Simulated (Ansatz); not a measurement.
Compare A (`C[NH][GaH][CH2]F`) with its isomer B (`C[CH](F)[GaH][NH2]`).

Isolated molecules relaxed with PBE0-D4/def2-TZVP in Ansatz; ΔE leaves out vibrations. CCSD(T)/CBS is the MP2 limit (def2-TZVPP, def2-QZVPP) plus CCSD(T) − MP2 in def2-TZVPP, frozen cores. DFT in def2-TZVPP. B3LYP here is the variant with VWN-RPA as its local correlation; programs differ in this. For Ga outer-core shells are correlated without core-valence functions, which leaves a few kJ/mol of doubt a bond. Scalar relativity is left out up to krypton. Each species was taken in one conformer, which may not be the lowest.

(1) Which is lower in electronic energy at CCSD(T)/CBS, and by how much? (An estimate is asked.)

(2) Give E(B) − E(A) in kJ/mol with B3LYP-D4, ωB97M-V, PBE-D4, r2SCAN-D4, CCSD/def2-TZVPP, HF/def2-TZVPP, CCSD(T)/def2-TZVPP. (An estimate is asked.)

Largest T1 diagnostic: 0.014.

Answers

(1) Computed: B, by 53.5 kJ/mol.

(2) The calculation gave: B3LYP-D4 -47.6, ωB97M-V -52.4, PBE-D4 -48.5, r2SCAN-D4 -53.4, CCSD/def2-TZVPP -50.1, HF/def2-TZVPP -48.2, CCSD(T)/def2-TZVPP -50.1. None reverses the order clearly.
